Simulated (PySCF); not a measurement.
Excitations are Tamm–Dancoff values on a coarser integration grid. The basis has no diffuse functions, so Rydberg states are missing or too high.

Cartesian coordinates (Å):
```xyz
6

C     -0.9576    -0.2152    -0.1237
Si     0.6421     0.2706     0.1128
Cl     2.2391    -0.9708    -0.0626
H     -1.7562     0.5095    -0.0106
H     -1.2477    -1.2241    -0.3863
H      1.0803     1.6300     0.4703
```
Charge 0, spin multiplicity 1.

Problem. Predict the HOMO, LUMO, dipole moment, S1 oscillator strength, total energy, brightest of the four lowest singlets (TDA), HOMO–LUMO gap and S1–T1 gap (TDA) from PySCF with PBE0-D3(BJ)/def2-TZVP.

Solution. 
```json
{
  "HOMO": "-6.66 eV",
  "LUMO": "-1.10 eV",
  "dipole_moment": "0.85 D",
  "S1 oscillator strength": "0.025",
  "total_energy": "-789.3118 Ha",
  "brightest of the four lowest singlets (TDA)": "5.60 eV",
  "HOMO–LUMO gap": "5.56 eV",
  "S1–T1 gap (TDA)": "2.39 eV"
}
```
